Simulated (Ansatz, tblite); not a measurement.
Spin states of Ta2O4⁺ (the lowest doublet isomer of a short search), each relaxed with r2SCAN-D4/def2-SVP in Ansatz. Electronic energies in the gas phase.

In the def2 sets Ta takes a core potential; there is no spin–orbit coupling. The xTB rows come from tblite. HSE06 is defined as in plane-wave codes, on full-range PBE exchange. Correlated methods freeze 4 core orbitals; core or outer-core shells of Ta are correlated, in sets that lack core-valence functions. The rows differ in basis, and correlated rows in double-zeta sets carry the largest basis error. In CCSD on the charge 1 doublet the largest single amplitude is 0.31, so its Hartree–Fock determinant may place the open shell otherwise than the density functionals do. The structure comes from a short search, and lower isomers may exist.

Doublet geometry (C2v within 0.1 Å):

| atom | x (Å) | y (Å) | z (Å) |
| --- | --- | --- | --- |
| Ta1 | 0.3694 | 0.9605 | 0.9946 |
| Ta2 | -0.3208 | -0.1844 | -1.3829 |
| O3 | 1.3302 | 0.5025 | -0.6285 |
| O4 | -0.5019 | -1.8234 | -0.9366 |
| O5 | 0.3633 | -0.3883 | 2.0430 |
| O6 | -1.2402 | 0.9332 | -0.0896 |

Quartet geometry (Cs within 0.1 Å):

```csv
atom,x (Å),y (Å),z (Å)
Ta1,-0.0793,1.3064,0.2910
Ta2,-0.0150,-1.1844,-1.1842
O3,1.2176,0.3340,-0.6185
O4,0.1902,-2.5656,-0.2095
O5,0.0356,1.9853,2.0967
O6,-1.3492,0.1243,-0.3755
```

⟨S²⟩: doublet 0.75 at PBE0-D4/def2-TZVP (pure 0.75), quartet 3.76 at PBE0-D4/def2-TZVP (pure 3.75).

Only these spin states were relaxed. Higher spins weren't run and may lie lower.

Second-order perturbation terms are unreliable where d shells bring near-degenerate states, and here MP2/def2-SVP lies more than 0.4 eV from the median of the functionals without such a term.

```json
{"level": "GFN1-xTB", "quartet − doublet (kcal/mol)": "98.0", "lowest of these": "doublet"}
{"level": "GFN2-xTB", "quartet − doublet (kcal/mol)": "34.6", "lowest of these": "doublet"}
{"level": "HF/def2-SVP", "quartet − doublet (kcal/mol)": "-0.4", "lowest of these": "tie"}
{"level": "HF/def2-TZVP", "quartet − doublet (kcal/mol)": "-1.5", "lowest of these": "quartet"}
{"level": "PBE-D4/def2-TZVP", "quartet − doublet (kcal/mol)": "75.7", "lowest of these": "doublet"}
{"level": "revPBE-D4/def2-TZVP", "quartet − doublet (kcal/mol)": "73.4", "lowest of these": "doublet"}
{"level": "r2SCAN-D4/def2-TZVP", "quartet − doublet (kcal/mol)": "65.4", "lowest of these": "doublet"}
{"level": "PBE0-D4/def2-TZVP", "quartet − doublet (kcal/mol)": "63.0", "lowest of these": "doublet"}
{"level": "HSE06-D4/def2-TZVP", "quartet − doublet (kcal/mol)": "63.6", "lowest of these": "doublet"}
{"level": "MP2/def2-SVP", "quartet − doublet (kcal/mol)": "82.7", "lowest of these": "doublet"}
{"level": "CCSD/def2-SVP", "quartet − doublet (kcal/mol)": "54.5", "lowest of these": "doublet"}
{"level": "CCSD(T)/def2-SVP", "quartet − doublet (kcal/mol)": "64.0", "lowest of these": "doublet"}
```

Change of the quartet − doublet gap on mixing in exact exchange, in kcal/mol: PBE to PBE0 (25 % exact exchange) -12.7.

The xTB methods have no spin-polarisation term.
